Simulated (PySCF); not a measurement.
**Frontier orbitals and the lowest excitations**

C6H10O.
Structure used (GFN2-xTB), in Å, numbered top down from 1:
```
atom  x, y, z in Å
C1     2.4083    0.5576    0.6900
C2     1.6440   -0.4393    0.2871
C3     0.6117   -0.3269   -0.7964
C4    -0.7636   -0.4343   -0.1920
C5    -1.4973   -1.5335   -0.2473
C6    -1.2516    0.8267    0.4765
O7    -1.4342    1.8815   -0.4475
H8     2.3490    1.5340    0.2368
H9     3.1285    0.4421    1.4825
H10    1.7104   -1.4119    0.7576
H11    0.7062    0.6404   -1.2937
H12    0.7594   -1.1260   -1.5258
H13   -1.1473   -2.4264   -0.7381
H14   -2.4748   -1.5912    0.2029
H15   -2.1833    0.6317    1.0254
H16   -0.4964    1.1884    1.1804
H17   -2.0761    1.5991   -1.1082
```

Theory: TDDFT PBE0/def2-SVPD, vertical, gas phase, core orbitals frozen in the response in PySCF 2.14.0, density-fitted response routines.

Frontier orbitals with the atoms that hold most of them (Löwdin shares over 4%, at most four atoms; ? is withheld):

| orbital | ε (eV) | atoms |
| --- | --- | --- |
| LUMO+2 | 0.87 | C2 19%, C1 17%, C4 14%, C5 14% |
| LUMO+1 | 0.56 | O7 19%, C5 14%, H17 12%, C6 8% |
| LUMO | -0.33 | C5 21%, C4 19%, C1 14%, C2 14% |
| HOMO | -7.46 | ? |
| HOMO-1 | -7.75 | ? |
| HOMO-2 | -8.13 | O7 57%, C6 13%, H15 7%, C4 7% |
| HOMO-3 | -9.42 | O7 38%, C6 21%, H16 10%, C4 8% |

Question: Give the leading atoms of the HOMO.

Answer: C1 (bonded to C and 2 H) 23%; C2 (bonded to 2 C and H) 21%; C4 (bonded to 3 C) 17%; C5 (bonded to C and 2 H) 16%.

Question: Which atoms hold the HOMO-1, and with what shares?

Answer: C5 (bonded to C and 2 H) 22%; C4 (bonded to 3 C) 20%; C2 (bonded to 2 C and H) 15%; C1 (bonded to C and 2 H) 14%.

Question: How does S1 compare with the orbital gap of 7.12 eV?

Answer: S1 is at 6.20 eV (f = 0.114), 0.93 eV below the gap, made of HOMO→LUMO (70%), HOMO-2→LUMO (13%), HOMO-1→LUMO (9%). 

Next come S2 at 6.58 eV (f 0.136), HOMO-1→LUMO (51%), HOMO→LUMO (17%), HOMO-2→LUMO (12%); S3 at 6.62 eV (f 0.019), HOMO-2→LUMO (68%), HOMO-1→LUMO (21%); S4 at 6.99 eV (f 0.045), HOMO→LUMO+1 (67%), HOMO→LUMO+2 (11%); S5 at 7.28 eV (f 0.034), HOMO-1→LUMO+1 (46%), HOMO-2→LUMO+1 (38%).

Löwdin shares depend on the basis, the more so with diffuse functions.

One conformer stands for the species.
